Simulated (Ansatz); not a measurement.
Cost and result for the atomization energy of BBrH₄SiSn, SMILES `Br[B]1[SiH2][SnH2]1` (8 atoms, 8 bonds).

Charge 0, multiplicity 1. Correlated methods include outer-core shells of Br, Sn, which these sets cover unevenly. Scalar relativity is left out up to krypton. Sn takes the def2 core potential. The structure was optimised at the PBE0-D4/def2-TZVP level. Program: Ansatz. All runs use 4 threads of an Intel Xeon 6975P-C on a shared host. Times are those of one run each, without the atoms' runs, and a repeat can differ threefold. Electronic energies, without spin–orbit coupling; frozen cores. CCSD(T)/CBS adds CCSD(T) − MP2 in def2-TZVPP to the MP2 limit, and its time is that of the two runs behind it. T1 = 0.013. With those shells the extrapolation isn't a true limit. B3LYP takes the VWN-RPA correlation (the form of Gaussian; ORCA's B3LYP/G).

CCSD(T)/CBS is a level of theory with its own doubt, some kJ/mol a heavy atom from the limit and from the frozen cores, so smaller differences don't rank the functionals.

```tsv
level	functions	wall time
BLYP-D4/def2-TZVPP	227	1.1 s
PBE-D4/def2-TZVPP (with forces)	227	1.4 s
CAM-B3LYP-D4/def2-TZVPP	227	2.2 s
r2SCAN-D4/def2-TZVPP (with forces)	227	2.3 s
B3LYP-D4/def2-TZVPP (with forces)	227	2.7 s
PBE-QIDH/def2-TZVPP	227	3.5 s
CCSD(T)/def2-SVP	110	3.6 s
B97M-V/def2-TZVPP	227	3.9 s
ωB97X-V/def2-TZVPP	227	4.3 s
ωB97M-V/def2-TZVPP (with forces)	227	6 s
MP2/def2-QZVPP	418	12 s
CCSD(T)/def2-TZVPP	227	42 s
CCSD(T)/CBS(def2)	–	54 s
```

Task: What atomization energy does each give, and how far from CCSD(T)/CBS? (Best estimate.)

Result: Computed: 
```csv
level,atomization (kcal/mol),difference from CCSD(T)/CBS,per bond
BLYP-D4/def2-TZVPP,489.4,-10.7,-1.3
PBE-D4/def2-TZVPP (with forces),504.5,4.4,0.5
CAM-B3LYP-D4/def2-TZVPP,490.4,-9.7,-1.2
r2SCAN-D4/def2-TZVPP (with forces),503.5,3.4,0.4
B3LYP-D4/def2-TZVPP (with forces),492.3,-7.8,-1.0
PBE-QIDH/def2-TZVPP,494.5,-5.6,-0.7
CCSD(T)/def2-SVP,459.8,-40.3,-5.0
B97M-V/def2-TZVPP,509.4,9.3,1.2
ωB97X-V/def2-TZVPP,497.8,-2.3,-0.3
ωB97M-V/def2-TZVPP (with forces),493.1,-7.0,-0.9
MP2/def2-QZVPP,496.2,-3.9,-0.5
CCSD(T)/def2-TZVPP,484.4,-15.7,-2.0
CCSD(T)/CBS(def2),500.1,0.0,0.0
```

From PBE to PBE0 (25 % exact exchange), in def2-TZVPP and without D4, the atomization energy moves by −6.2 kcal/mol: exact exchange takes away binding that semilocal exchange gives to molecules. Leaving LDA and LC-ωPBE aside and taking each functional with its dispersion term where it has one, the values, not all of them listed here, spread over 27.9 kcal/mol, from BHLYP-D4 to B97M-V. LDA lies +76.8 kcal/mol from PBE without D4, its usual overbinding. The D4 term adds +9.2 kcal/mol with B3LYP and +4.8 kcal/mol with PBE0; it sums over pairs of atoms, weighted by their polarisabilities, and B3LYP, whose exchange is more repulsive, gets the larger term.

Spin–orbit coupling would lower the free Sn atoms strongly, and the atomization energy with them, by more than many differences here. For some Ge, Se and Sn compounds the MP2-based and the directly extrapolated limit differ by 10 to 25 kJ/mol.
